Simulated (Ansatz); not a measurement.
`[NH2][GaH][SiH2][SiH3]` + H₂O → `[NH2][GaH][OH]` + `[SiH3][SiH3]`  (formal hydrolysis of a Ga–Si bond)

Calculated with Ansatz (gas phase, PBE0-D4/def2-TZVP geometries, no zero-point term in ΔE). CBS: MP2 limit from def2 TZ/QZ plus the TZ coupled-cluster correction, frozen cores. This one scheme is used for every species. Functionals use def2-TZVPP. B3LYP here is the variant with VWN-RPA as its local correlation; programs differ in this. For Ga outer-core shells are correlated without core-valence functions, which leaves a few kJ/mol of doubt a bond. Scalar relativity is left out up to krypton. Each species was taken in one conformer, which may not be the lowest.

Question: Is it downhill or uphill in electronic energy at CCSD(T)/CBS, and by how much? (Best estimate.)

Answer: Computed: Downhill: ΔE = -6.8 kcal/mol.

Question: What do these levels give: PBE-D4, r2SCAN-D4, PBE0-D4, B3LYP-D4, ωB97X-V, ωB97M-V, B2PLYP, PBE, r2SCAN, PBE0, B3LYP, CCSD/CBS(def2)? (An estimate is asked.)

Answer: The calculation gave: PBE-D4 -3.6, r2SCAN-D4 -6.9, PBE0-D4 -4.2, B3LYP-D4 -7.0, ωB97X-V -8.7, ωB97M-V -7.9, B2PLYP -9.4, PBE -4.8, r2SCAN -7.3, PBE0 -5.3, B3LYP -8.9, CCSD/CBS(def2) -7.5 kcal/mol.

Largest T1 diagnostic among the species: 0.015.

The D4 term adds +1.9 kcal/mol with B3LYP and +1.1 kcal/mol with PBE0; it sums over pairs of atoms, weighted by their polarisabilities, and B3LYP, whose exchange is more repulsive, gets the larger term. In def2-TZVPP, CCSD(T) changes the Hartree–Fock value by +5.3 kcal/mol (the triples alone add +0.7 kcal/mol) and MP2 by +4.4 kcal/mol.
